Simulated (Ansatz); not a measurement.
One change: `C=C[O][Ti]([Cl])([Cl])[Cl]` becomes `C[Se][Ti]([Cl])([Cl])[Cl]`.

Ansatz, PBE0-D4/def2-TZVP geometries, multiplicity 1. Each molecule was computed in one conformer, which needn't be the lowest.

Scalar relativity is left out up to krypton.

```json
{"property": "LUMO energy (PBE0/def2-TZVPP) / eV", "`C=C[O][Ti]([Cl])([Cl])[Cl]`": "-3.13"}
{"property": "HOMO energy (PBE/def2-TZVPP) / eV", "`C=C[O][Ti]([Cl])([Cl])[Cl]`": "-6.77"}
{"property": "LUMO energy (PBE/def2-TZVPP) / eV", "`C=C[O][Ti]([Cl])([Cl])[Cl]`": "-3.91"}
{"property": "size of the dipole moment (B3LYP/def2-TZVPP) / D", "`C=C[O][Ti]([Cl])([Cl])[Cl]`": "2.85"}
{"property": "HOMO–LUMO gap (PBE/def2-TZVPP) / eV", "`C=C[O][Ti]([Cl])([Cl])[Cl]`": "2.86"}
{"property": "size of the dipole moment (ωB97M-V/def2-TZVPP) / D", "`C=C[O][Ti]([Cl])([Cl])[Cl]`": "2.69"}
```

Q: Give the same properties after the change, and the shifts. (Estimate.)

A: The calculation gave: 
```tsv
property	`C[Se][Ti]([Cl])([Cl])[Cl]`	shift
LUMO energy (PBE0/def2-TZVPP) / eV	-3.42	-0.29
HOMO energy (PBE/def2-TZVPP) / eV	-6.35	0.42
LUMO energy (PBE/def2-TZVPP) / eV	-4.29	-0.38
size of the dipole moment (B3LYP/def2-TZVPP) / D	2.10	-0.75
HOMO–LUMO gap (PBE/def2-TZVPP) / eV	2.06	-0.80
size of the dipole moment (ωB97M-V/def2-TZVPP) / D	1.97	-0.72
```

With PBE0 the HOMO rises by 0.43 eV and the LUMO falls by 0.29 eV, so the gap narrows by about 0.72 eV. PBE moves the HOMO by 0.42 eV and ωB97M-V by 0.55 eV. Dipoles are sizes alone; their direction can turn.

B3LYP here is the variant with VWN-RPA as its local correlation; programs differ in this.

Spin–orbit coupling is left out; it splits and shifts lone-pair levels of the heavy atoms by tenths of an eV.
